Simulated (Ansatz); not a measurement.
`[CH3][GeH]([F])[SiH3]` + `[NH2][GeH3]` → `[SiH3][NH][GeH3]` + `[CH3][GeH2][F]` at 600 K and 1 bar (cleavage of the Si–Ge bond).

Isolated molecules relaxed with PBE0-D4/def2-TZVP in Ansatz; ΔE leaves out vibrations. CBS: MP2 limit from def2 TZ/QZ plus the TZ coupled-cluster correction, frozen cores. For Ge outer-core shells are correlated without core-valence functions, which leaves a few kJ/mol of doubt a bond. Scalar relativity is left out up to krypton.

```csv
species,CCSD(T)/CBS energy (Eh),H − E (kJ/mol),S (J/(mol·K))
`[CH3][GeH]([F])[SiH3]`,-2507.28788,255.3,467.4
`[NH2][GeH3]`,-2133.81884,167.5,333.3
`[SiH3][NH][GeH3]`,-2424.11992,226.9,430.3
`[CH3][GeH2][F]`,-2217.00316,188.8,369.8
```

H − E and S are ideal-gas, rigid-rotor, harmonic terms from PBE0-D4/def2-TZVP, for one conformer and one mirror image of each species. 1 Eh = 2625.50 kJ/mol, R = 8.31446 J/(mol·K).

By hand: ΔE, ΔH, ΔS and ΔG.

ΔE = (-2424.11992) + (-2217.00316) − (-2507.28788) − (-2133.81884) = -0.01636 Eh = -43.0 kJ/mol. Δ(H − E) = 226.9 + 188.8 − 255.3 − 167.5 = -7.1, so ΔH = -50.1 kJ/mol. ΔS = 430.3 + 369.8 − 467.4 − 333.3 = -0.6 J/(mol·K). ΔG = -50.1 − 600 × (-0.6)/1000 = -49.7 kJ/mol.

By hand: the equilibrium constant, and the temperature at which ΔG would vanish if ΔH and ΔS stayed fixed.

log₁₀ K = −ΔG/(RT ln 10) = 4.3. ΔG = 0 at ΔH/ΔS = 83500 K, far beyond where these terms or the molecules hold.

The number of gas molecules stays the same, so ΔS is small and ΔH decides. A doubt of 5 kJ/mol in ΔE shifts log₁₀ K by 0.4 here. Other conformers and mirror images would add mixing entropy, several J/(mol·K) or more a flexible species. Modes under 60 cm⁻¹, often nearly free rotors, make the harmonic entropy too high. These are equilibria of isolated gas molecules and say nothing of rates. Largest T1 diagnostic: 0.012 (customary marks: 0.02 for closed shells, 0.045 for open ones).
